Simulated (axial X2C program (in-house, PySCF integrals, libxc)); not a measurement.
Spin–orbit effects down a group: molecules with K, CCSD

All values come from calculations with an in-house relativistic program for diatomic molecules, spin-free (one-electron X2C) or two-component (2c: spin–orbit coupling with atomic mean-field Coulomb and Gaunt terms, which also bring small scalar terms), in Dyall basis sets with cores contracted in-house; open shells are unrestricted.

Basis sets: H dyall-v3z, K dyall-cv3z, Li dyall-cv3z, Na dyall-cv3z. Frozen shells (counts by l): KH K 2s1p, H none, 10 electrons correlated; LiK K 2s1p, Li 1s, 10 electrons correlated; NaK K 2s1p, Na 2s1p, 10 electrons correlated. Coupled cluster in natural virtuals with an MP2 remainder. Where the outer core of a metal is frozen, bonds come out longer and ionisation energies lower.

```csv
molecule,spin-free state,Re (Å),ωe (cm⁻¹),De (eV),2c state,Re 2c (Å),ωe 2c (cm⁻¹),De 2c (eV)
KH,"M_S = 0, Λ = 0",2.249,992.0,1.78,Ω = 0,2.249,992.1,1.78
LiK,"M_S = 0, Λ = 0",3.349,212.0,0.74,Ω = 0,3.349,212.0,0.74
NaK,"M_S = 0, Λ = 0",3.563,122.2,0.61,Ω = 0,3.563,122.2,0.61
```

Each entry is the lowest single determinant of a limited PBE0 search at one distance. De goes to single-determinant-based atoms at the same level (for ions the charge split of lowest energy) and is withheld (n/a) where an atom does not fit its ground term or J level. Main or longest-lived isotopes.
